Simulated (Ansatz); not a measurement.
`C#C[SiH2]CO` → `C#CCO` + `[SiH2]` at 400 K and 1 bar (silylene formation by 1,1-elimination).

Computed with Ansatz on PBE0-D4/def2-TZVP structures; ΔE is electronic, products minus reactants. CCSD(T)/CBS adds triple-zeta CCSD(T) − MP2 to the extrapolated MP2 energy (def2 sets, frozen cores). This one scheme is used for every species. Each species was taken in one conformer, which may not be the lowest.

| species | CCSD(T)/CBS energy (Eh) | H − E (kJ/mol) | S (J/(mol·K)) |
| --- | --- | --- | --- |
| `C#C[SiH2]CO` | -481.95030 | 239.2 | 377.7 |
| `C#CCO` | -191.65368 | 184.4 | 308.3 |
| `[SiH2]` | -290.19011 | 44.2 | 218.1 |

H − E and S are ideal-gas, rigid-rotor, harmonic terms from PBE0-D4/def2-TZVP, for one conformer and one mirror image of each species. 1 Eh = 2625.50 kJ/mol, R = 8.31446 J/(mol·K).

**Question.** By hand: ΔE, ΔH, ΔS and ΔG.

**Answer.** ΔE = (-191.65368) + (-290.19011) − (-481.95030) = 0.10651 Eh = 279.6 kJ/mol. Δ(H − E) = 184.4 + 44.2 − 239.2 = -10.6, so ΔH = 269.0 kJ/mol. ΔS = 308.3 + 218.1 − 377.7 = 148.7 J/(mol·K). ΔG = 269.0 − 400 × (148.7)/1000 = 209.5 kJ/mol.

**Question.** By hand: the equilibrium constant, and the temperature at which ΔG would vanish if ΔH and ΔS stayed fixed.

**Answer.** log₁₀ K = −ΔG/(RT ln 10) = -27.4. ΔG = 0 at ΔH/ΔS = 1809 K.

The number of gas molecules changes by +1, which sets the sign of ΔS. A doubt of 5 kJ/mol in ΔE shifts log₁₀ K by 0.7 here. Other conformers and mirror images would add mixing entropy, several J/(mol·K) or more a flexible species. These are equilibria of isolated gas molecules and say nothing of rates. Largest T1 diagnostic: 0.014 (customary marks: 0.02 for closed shells, 0.045 for open ones).
